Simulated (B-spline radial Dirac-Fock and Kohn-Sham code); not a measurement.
## EELS cross sections of the Ir N5 (4d5/2) edge

System: the Ir atom, [Xe] 4f14 5d7 6s2. Model: the first Born approximation with generalised oscillator strengths from a Dirac-Hartree-Slater potential (longitudinal and transverse terms; continuum final states only, so no white lines or fine structure). Program: an atomic code on a B-spline grid. The edge is taken at 296.3 eV (tabulated value).

The run's input, task.json:

```json
{"items": [{
  "Z": 77,
  "q": 0,
  "cfg": [[1, 0, 2], [2, 0, 2], [2, 1, 6], [3, 0, 2], [3, 1, 6], [3, 2, 10], [4, 0, 2], [4, 1, 6], [4, 2, 10], [4, 3, 14], [5, 0, 2], [5, 1, 6], [5, 2, 7], [6, 0, 2]],
  "A": 193,
  "rrms": 5.4032,
  "do": "eels",
  "beams": [[60, 5], [60, 10], [60, 20], [60, 50], [80, 5], [80, 10], [100, 5], [120, 10], [200, 20], [200, 50], [200, 100], [300, 10], [300, 20], [300, 100]],
  "edges": {"N5": 296.3}
}]}
```

Launch: `python xray2_run.py task.json out`

Partial cross sections σ(β, Δ) in barn, integrated over a window Δ above the edge and up to the collection semi-angle β, for parallel illumination:

| E₀ (kV) | β (mrad) | Δ = 25 eV | Δ = 50 eV | Δ = 100 eV | Δ = 200 eV | Δ = 300 eV |
| --- | --- | --- | --- | --- | --- | --- |
| 60 | 5 | 281 | 494 | 911 | 1720 | 2340 |
| 60 | 10 | 522 | 929 | 1750 | 3470 | 4900 |
| 60 | 20 | 840 | 1510 | 2830 | 5770 | 8380 |
| 60 | 50 | 1410 | 2640 | 4910 | 9980 | 14800 |
| 80 | 5 | 290 | 512 | 956 | 1850 | 2550 |
| 80 | 10 | 496 | 886 | 1680 | 3370 | 4830 |
| 100 | 5 | ? | ? | ? | ? | ? |
| 120 | 10 | 457 | 819 | 1560 | 3180 | 4610 |
| 200 | 20 | 594 | 1090 | 2050 | 4230 | 6280 |
| 200 | 50 | 757 | 1460 | 2790 | 5740 | 8650 |
| 200 | 100 | 769 | 1490 | 2860 | 5890 | 8910 |
| 300 | 10 | 402 | 727 | 1380 | 2880 | 4260 |
| 300 | 20 | 550 | 1020 | 1930 | 3980 | 5940 |
| 300 | 100 | 639 | 1240 | 2380 | 4910 | 7430 |

Q: Give the row for 100 kV and 5 mrad.

A: 292 b for 25 eV, 518 b for 50 eV, 974 b for 100 eV, 1910 b for 200 eV, 2670 b for 300 eV.

Values without a named source are computed, but for edge energies of neutral atoms, which are taken from tables.
